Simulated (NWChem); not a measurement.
Molecule: C5H6; SMILES C#CC(=C)C

```xyz
11

C     -0.0448    -2.2115     0.0000
C      0.0522    -1.0014     0.0000
C      0.1112     0.4306     0.0000
C      1.2941     1.0691     0.0000
C     -1.2098     1.1498     0.0000
H     -0.1172    -3.2834     0.0000
H      2.2372     0.5189     0.0000
H      1.3381     2.1613     0.0000
H     -1.8043     0.8721    -0.8847
H     -1.8043     0.8721     0.8847
H     -1.0671     2.2392     0.0000
```
Atoms are numbered in this order, from 1.

Results from NWChem. Pople sets run with spherical d functions. Geometry: optimised at PBE0/def2-SVP. B3LYP is NWChem's, with the RPA form of VWN correlation.

Among these, which level gives the highest value of “dipole (D)”?
A) B3LYP/3-21G
B) B3LYP/6-31G*
C) B3LYP/def2-TZVP
D) B3LYP/STO-3G

C, B3LYP/def2-TZVP. Values: B3LYP/STO-3G 0.38; B3LYP/6-31G* 0.42; B3LYP/3-21G 0.46; B3LYP/def2-TZVP 0.54
